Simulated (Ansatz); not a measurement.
F$_{2}$HHfIO (`[OH][Hf]([F])([F])[I]`), 6 atoms. Charge 0, multiplicity 1. Correlated methods include outer-core shells of Hf, I, which these sets cover unevenly. Hf, I: def2 effective core potential. All runs use 4 threads of an AMD EPYC 9R45 on a shared host. Correlated methods freeze the cores.

Problem. How many basis functions does each run have, and how long does it take in Ansatz? RKS ωB97M-V/def2-QZVPP energy; RHF-CCSD(T)/def2-TZVPP energy; RKS PBE0-D4/def2-TZVP frequencies; direct RPA on PBE orbitals/def2-TZVPP energy; RKS PBE0-D4/def2-QZVPP energy; RKS ωB97M-V/def2-TZVPP energy and forces; RKS ωB97M-V/def2-SVP energy; RKS PBE0-D4/def2-TZVP relaxation (6 steps); RKS r2SCAN-D4/def2-TZVPP energy and forces; RKS B3LYP-D4/def2-TZVPP energy and forces; RHF-MP2/def2-QZVPP energy; RKS PBE-D4/def2-TZVPP energy and forces. (Best estimate.)

Solution. Ansatz gave: Other jobs shared the machine, so times are rough.

```tsv
level	job	functions	wall time	peak host memory (GiB)
RKS PBE-D4/def2-TZVPP	energy and forces	213	1 s	0.28
RKS B3LYP-D4/def2-TZVPP	energy and forces	213	1.6 s	0.59
RKS r2SCAN-D4/def2-TZVPP	energy and forces	213	1.8 s	0.32
direct RPA on PBE orbitals/def2-TZVPP	energy	213	2 s	0.59
RKS PBE0-D4/def2-QZVPP	energy	364	2 s	1.2
RKS ωB97M-V/def2-SVP	energy	105	2.3 s	0.4
RKS ωB97M-V/def2-TZVPP	energy and forces	213	4.3 s	0.79
RHF-MP2/def2-QZVPP	energy	364	4.3 s	1.5
RKS ωB97M-V/def2-QZVPP	energy	364	4.9 s	1.4
RKS PBE0-D4/def2-TZVP	relaxation (6 steps)	189	9 s	0.51
RKS PBE0-D4/def2-TZVP	frequencies	189	32 s	0.51
RHF-CCSD(T)/def2-TZVPP	energy	213	78 s	4.2
```

B3LYP here is the variant with VWN-RPA as its local correlation; programs differ in this.
